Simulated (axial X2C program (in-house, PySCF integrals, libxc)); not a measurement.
# Correcting the dissociation energy of SbCl⁺ for spin–orbit coupling

A spin-free CCSD(T) curve (one-electron X2C) was computed with an axial X2C code built on PySCF integrals, basis Sb dyall-cv3z [11s12p8d4f1g], Cl dyall-av3z [9s8p3d2f] (cores contracted in-house), for the state M_S = 1/2, Λ = 1 (beyond evenly filled blocks: π+α). It gives D0 = 3.332 eV to Sb+ + Cl, which in a spin-free picture are the weighted means of the ground terms.

Correlated methods: 11 electrons correlated (number of frozen shells: Sb 4 s, 3 p, 2 d; Cl 2 s, 1 p), 257 virtual spin orbitals or spinors in MP2, 90 natural virtuals in coupled cluster.

Measured levels of the ground terms (NIST Handbook of Basic Atomic Spectroscopic Data), in cm⁻¹: Sb+ 3P: J = 0 at 0, J = 1 at 3054.6, J = 2 at 5658.2; Cl 2P: J = 3/2 at 0, J = 1/2 at 882.4.

The two components of the molecular doublet are 3567 cm⁻¹ apart in the PBE0 2c search (Ω = 1/2 lower), so the lower one lies 1784 cm⁻¹ under their mean.

Question: How far does each ground level lie under the (2J+1)-weighted mean of its term?

Answer: Sb+: (1 × 0 + 3 × 3054.6 + 5 × 5658.2)/9 = 4162 cm⁻¹; Cl: (4 × 0 + 2 × 882.4)/6 = 294 cm⁻¹.

Question: Correct D0.

Answer: D0 = 3.332 + (1784 − 4456)/8065.5 = 3.001 eV at CCSD(T) with these spin–orbit terms.

Second-order spin–orbit effects in the molecule, which grow quickly with Z, are left out. The state is one determinant whose occupation by symmetry is held fixed; it was picked as the lowest of a PBE0 search that is not exhaustive. De is counted from the lowest determinant-based energies of the atoms at the same level, without counterpoise correction. CCSD and (T) use frozen natural virtuals with an MP2 correction for the truncation; (T) itself is uncorrected, so its De runs slightly low. With the outer-core shells frozen, correlated bond lengths of heavy atoms tend to come out a few hundredths of an ångström too long.
